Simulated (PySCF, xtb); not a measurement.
GeH4O4, SMILES [OH][Ge]([OH])([OH])[OH].

xtb 6.7.1 with GFN2-xTB at its own geometry gives an orbital gap of 8.27 eV and a dipole moment of 0.03 D.

Geometry: ωB97X-D3(BJ)/def2-SVP. The isomer is the one that the SMILES or the coordinates give; other isomers of the formula were not compared. One conformer was computed; it need not be the lowest.

### Question
What does r2SCAN/def2-TZVP in PySCF give? (The exact figures need the calculation; the answer reports its results.)

### Answer
gap 7.06 eV (levels -7.82 and -0.76 eV), dipole 0.00 D.
